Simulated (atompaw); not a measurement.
## Building the PAW (atompaw) potential for La (PBEsol, scalar-relativistic).

atompaw 4.2.0.5 input, output lines left out:

```
La 57
GGA-PBESOL scalarrelativistic loggrid 2001 logderivrange -5 5 251
6 6 5 4 0 0
6 1 0
5 2 1
4 3 0
0 0 0
c
c
c
c
v
v
c
c
c
v
v
c
c
v
v
3
3.00 2.50 2.80 2.45
n
n
y
0.45
n
y
0.15
n
custom polynom vanderbiltortho sinc
4 0 ultrasoft
2.40
3.00
3.00
2.80
3.00
3.00
2.00
2.00
```

Poles of the logarithmic derivatives, all-electron (AE) and pseudo (PS). s: poles at -2.8, 2.9 (AE) and -2.8, 2.3 (PS) Ry. p: poles at -1.4, 4.1 (AE) and -1.4, 0.4 (PS) Ry. d: poles at 0.6 (AE) and 0.6 (PS) Ry. f: poles at -0.3, 3.3 (AE) and -0.3, 4.2 (PS) Ry. Test radius 3.00 bohr.

* Cutoffs needed: 10 Ry and 18 Ry (the cutoffs (Ry, on a coarse ladder) from which the occupation-weighted sum of valence levels, in a spherical-Bessel basis at the reference potential, stays within 10 and 1 mRy of its value at 400 Ry) The cutoffs count occupied waves only; the empty 4f level needs 25 Ry at the loose tolerance.
* Ghost test: no extra level below or beside the all-electron valence levels (s, p, d, f tested) (spherical-Bessel basis up to 400 Ry, 20 bohr box)
* Lowest eigenvalue of the overlap operator: 0.59 (s channel)
* Overlap eigenvalues printed by atompaw (projector basis): 0.0463, 0.436, 11.3, 18.3, 24.3, 39.8, 140, 267
* Share of each valence orbital outside the PAW sphere: 5s 1 %, 6s 85 %, 5p 5 %, 6p 95 %, 5d 42 %, 4f 2 %
